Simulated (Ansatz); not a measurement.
Relaxation of CH₇FOSSi (12 atoms, charge 0, multiplicity 1), to a largest force component of 0.03 eV/Å in at most 50 steps.

All numbers below come from RKS PBE0/def2-SVP (Ansatz).

```xyz
12
Properties=species:S:1:pos:R:3
Si 0.463 -0.052 1.145
F 0.650 -1.578 -1.415
O -0.001 0.646 -0.316
C -1.330 0.998 -0.632
H -0.502 -1.126 1.511
H 0.547 0.975 2.217
H 0.685 -0.689 -1.172
S 2.473 -0.721 0.822
H -1.994 0.116 -0.617
H -1.729 1.755 0.065
H -1.340 1.424 -1.645
H 2.078 -1.747 0.036
```

Problem. Where does it end, and by what steps?

Solution. The run converged. The force dipped under the threshold on the way, but the program's further checks kept it going. After 10 steps the energy has fallen by 0.166 eV; H10 moved furthest, 0.31 Å.

```
step  energy less start (eV)  largest force component (eV/Å)  accepted
   0                  0.0000                           1.227       yes
   1                 -0.1204                           0.238       yes
   2                 -0.1425                           0.354       yes
   3                 -0.1128                           0.642        no
   4                 -0.1581                           0.262       yes
   5                 -0.1622                           0.067       yes
   6                 -0.1634                           0.039       yes
   7                 -0.1645                           0.019       yes
   8                 -0.1655                           0.051       yes
   9                 -0.1657                           0.041       yes
  10                 -0.1659                           0.022       yes
```

```xyz
12
Properties=species:S:1:pos:R:3
Si 0.447 -0.110 1.175
F 0.775 -1.637 -1.608
O -0.022 0.441 -0.359
C -1.295 1.008 -0.592
H -0.490 -1.209 1.551
H 0.355 1.006 2.158
H 0.469 -0.780 -1.345
S 2.473 -0.711 1.043
H -2.108 0.284 -0.403
H -1.457 1.895 0.043
H -1.347 1.323 -1.644
H 2.200 -1.511 -0.020
```

Whether the end is a true minimum wasn't checked by a vibrational analysis.

The run took 54 s on 2 threads of Intel(R) Xeon(R) Platinum 8259CL CPU @ 2.50GHz (Skylake/Cascade Lake) (shared host), peak memory 0.28 GiB.
